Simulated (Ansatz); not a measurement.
Consider the redistribution: `C[SiH2]C[SiH2]F` + `CC(=O)[O][GeH3]` → `CC(=O)O[SiH2]F` + `C[SiH2][CH2][GeH3]`.

Program: Ansatz. Geometries: PBE0-D4/def2-TZVP. ΔE: electronic, gas phase. CCSD(T)/CBS is the MP2 limit (def2-TZVPP, def2-QZVPP) plus CCSD(T) − MP2 in def2-TZVPP, frozen cores. DFT in def2-TZVPP. B3LYP here is the variant with VWN-RPA as its local correlation; programs differ in this. For Ge outer-core shells are correlated without core-valence functions, which leaves a few kJ/mol of doubt a bond. Scalar relativity is left out up to krypton. One conformer a species, not always the lowest.

`C[SiH2]C[SiH2]F`:

Cartesian coordinates in Å:
```
C 1.607 0.984 -1.529
Si 0.890 0.401 0.095
C -0.813 -0.355 -0.143
Si -1.620 -0.973 1.404
F -3.062 -1.589 1.062
H 2.597 1.423 -1.380
H 0.967 1.741 -1.987
H 1.707 0.153 -2.231
H 0.785 1.545 1.044
H 1.790 -0.614 0.713
H -0.727 -1.188 -0.850
H -1.465 0.397 -0.602
H -1.836 0.130 2.374
H -0.820 -2.055 2.031
```

`CC(=O)[O][GeH3]`:

Z-matrix (Å, degrees):
```
C
C 1 1.497
H 1 1.092 2 109.6
H 1 1.087 2 110.0 3 121.2
H 1 1.092 2 109.6 3 -117.4
O 2 1.209 1 124.8 3 -120.7
O 2 1.328 1 113.2 3 59.3
Ge 7 1.834 2 112.9 1 -179.9
H 8 1.529 7 109.1 2 62.4
H 8 1.529 7 109.1 2 -62.4
H 8 1.534 7 100.1 2 180.0
```

`CC(=O)O[SiH2]F`:

Cartesian coordinates in Å:
```
C 1.012 -1.572 -0.598
C 0.435 -0.210 -0.415
O 0.716 0.770 -1.063
O -0.468 -0.130 0.569
Si -1.093 1.429 0.738
F -2.117 1.254 1.944
H 1.738 -1.563 -1.406
H 0.210 -2.280 -0.817
H 1.483 -1.897 0.332
H -0.051 2.375 1.170
H -1.866 1.823 -0.452
```

`C[SiH2][CH2][GeH3]`:

```xyz
14

C    -0.800    1.170    1.398
Si    0.486   -0.173    1.199
C     1.074   -0.312   -0.573
Ge   -0.335   -0.716   -1.870
H    -1.691    0.959    0.802
H    -1.107    1.259    2.442
H    -0.404    2.139    1.080
H    -0.087   -1.483    1.619
H     1.647    0.116    2.090
H     1.828   -1.102   -0.642
H     1.558    0.621   -0.878
H    -1.113   -1.971   -1.434
H     0.268   -0.965   -3.264
H    -1.323    0.461   -1.969
```

Question: Is it downhill or uphill in electronic energy at CCSD(T)/CBS, and by how much? (Best estimate.)

Answer: The calculation gave: Downhill: ΔE = -11.0 kcal/mol.

Question: What do these levels give: PBE0-D4, B3LYP-D4, ωB97X-V, HF/def2-TZVPP, SCS-MP2/def2-QZVPP, CCSD/CBS(def2)? (Best estimate.)

Answer: The calculation gave: PBE0-D4 -9.4, B3LYP-D4 -9.4, ωB97X-V -9.2, HF/def2-TZVPP -9.8, SCS-MP2/def2-QZVPP -10.5, CCSD/CBS(def2) -11.2 kcal/mol.

Largest T1 diagnostic among the species: 0.014.

From PBE to PBE0 (25 % exact exchange), in def2-TZVPP and without D4, ΔE moves by −0.9 kcal/mol.
